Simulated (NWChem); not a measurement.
System: CH₂F₂O₂Si; SMILES O=C[Si](O)(F)F

The following NWChem deck was run.

```
start job
memory heap 200 mb stack 900 mb global 1100 mb
geometry units angstroms noautosym nocenter noautoz
  O     -0.310560     2.207657     0.024417
  C      0.575112     1.372867     0.155109
  Si     0.023389    -0.463148    -0.020809
  O     -1.592928    -0.381330    -0.316892
  F      0.819249    -1.214569    -1.218982
  F      0.349061    -1.316677     1.320443
  H      1.639777     1.694565     0.365244
  H     -1.865912     0.561080    -0.329790
end
basis spherical
  O library 6-31g*
  C library 6-31g*
  Si library 6-31g*
  F library 6-31g*
  H library 6-31g*
end
dft
  xc m06-2x
  iterations 150
end
cosmo
  do_cosmo_smd true
  solvent chcl3
end
task dft energy
```

Structure relaxed at the PBE-D3(BJ)/def2-SVP level. Solvent: chloroform.

Level: M06-2X/6-31G* with SMD (1 M gas to 1 M solution), gas-phase geometry. Reactions with the solvent are ignored.

Q: Predict the main results of this run. (M06-2X/6-31G* (spherical d), SMD on the gas-phase geometry.) Quantities: solvation free energy (kcal/mol); cavity-dispersion-structure term (kcal/mol); dipole in solution (D).

A: The solvation free energy (kcal/mol) is -4.2 and the cavity-dispersion-structure term (kcal/mol) is 1.2. The dipole in solution (D) is 2.18.
